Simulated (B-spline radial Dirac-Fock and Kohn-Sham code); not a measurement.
## L3 edges in EELS at 300 kV and 5 mrad, La to Pt

Method: the first Born approximation with generalised oscillator strengths from a Dirac-Hartree-Slater potential (longitudinal and transverse terms; continuum final states only, so no white lines or fine structure). Computed with a B-spline atomic structure program. Partial cross sections in barn for windows above the edge. Edges are tabulated values, any marked * orbital energies of the model.

```csv
Z,element,edge (eV),Δ = 50 eV,Δ = 100 eV,Δ = 200 eV
57,La,5483.0,0.595,1.17,2.25
58,Ce,5723.0,0.501,0.986,1.90
59,Pr,5964.0,0.430,0.842,1.62
60,Nd,6208.0,0.366,0.715,1.37
61,Pm,6459.0,0.312,0.609,1.17
64,Gd,7243.0,0.193,0.378,0.731
65,Tb,7514.0,0.170,0.330,0.635
67,Ho,8071.0,0.128,0.248,0.476
68,Er,8358.0,0.112,0.215,0.413
72,Hf,9561.0,0.0619,0.121,0.235
73,Ta,9881.0,0.0532,0.105,0.205
74,W,10207.0,0.0459,0.0913,0.179
78,Pt,11564.0,0.0263,0.0534,0.106
```
